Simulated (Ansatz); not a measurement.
C₂H₈GeS (`CS[CH2][GeH3]`). Total charge 0; spin multiplicity 1.

```xyz
12

C    -1.236    1.345    0.737
S    -0.482    1.301   -0.892
C     0.961    0.275   -0.556
Ge    0.548   -1.640   -0.380
H    -0.568    1.811    1.464
H    -2.137    1.953    0.649
H    -1.519    0.349    1.080
H     1.626    0.401   -1.414
H     1.494    0.652    0.321
H     0.036   -2.161   -1.731
H    -0.534   -1.861    0.690
H     1.809   -2.426    0.031
```

Task: What are the harmonic wavenumbers in cm⁻¹ at PBE0-D4/def2-TZVP (Ansatz, finite differences of forces, unscaled)? (Best estimate.)

Result: Ansatz gave: 73, 117, 146, 186, 268, 478, 492, 643, 724, 762, 783, 832, 881, 886, 971, 974, 1128, 1161, 1348, 1410, 1456, 1476, 2132, 2154, 2166, 3050, 3066, 3129, 3134, 3154.

Task: Is this a minimum?

Result: Yes, all 30 modes are real.

Task: Give the ideal-gas thermochemistry at 298.15 K and 1 bar (rigid rotor, harmonic oscillator; point group C1, symmetry number 1).

Result: Zero-point energy 234.3 kJ/mol; H(298) − E = 255.8 kJ/mol; entropy 356.5 J/(mol·K), of which translation 170.2, rotation 114.3, vibration 72.0; G(298) − E = 149.5 kJ/mol. Modes under 100 cm⁻¹ are hindered rotations or soft bends, so the harmonic entropy is rough.

Task: And at 400, 500, 600, 800 and 1000 K?

Result: 
| T (K) | H − E (kJ/mol) | S (J/mol/K) | G − E (kJ/mol) |
| --- | --- | --- | --- |
| 400 | 268.4 | 392.5 | 111.4 |
| 500 | 282.9 | 424.8 | 70.5 |
| 600 | 299.3 | 454.6 | 26.5 |
| 800 | 336.3 | 507.7 | -69.9 |
| 1000 | 377.6 | 553.8 | -176.1 |
